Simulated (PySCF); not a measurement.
## Electron correlation in Br (bromine, neutral)

[Ar] 3d10 4s2 4p5, 2P determinant. All numbers are calculated (PySCF 2.14, scalar relativity through the core potential, in cc-pVTZ-PP with ECP10MDF). Frozen: 3s2 3p6 3d10; 7 electrons correlated.

MP2 pair energies summed by pair of shells (mhartree):

| pair | energy | share (%) |
| --- | --- | --- |
| 4p-4p | -81.49 | 60.7 |
| 4s-4p | -44.68 | 33.3 |
| 4s-4s | -8.07 | 6.0 |

Total MP2 correlation energy: -134.24 mhartree.

Same-spin part -30.59 and opposite-spin part -103.65 mhartree; SCS-MP2 scales them by 1/3 and 6/5 to -134.58 mhartree.

```tsv
level	correlation energy (mhartree)
CCSD	-153.56
(T)	-4.42
CCSD(T)	-157.98
```

Diagnostics: T1 = 0.0062, D1 = 0.0205, largest double amplitude 0.047.

Task: Is a single reference adequate?

Result: Yes, within this model without spin-orbit coupling: T1 lies below 0.03 and no double amplitude reaches 0.07.
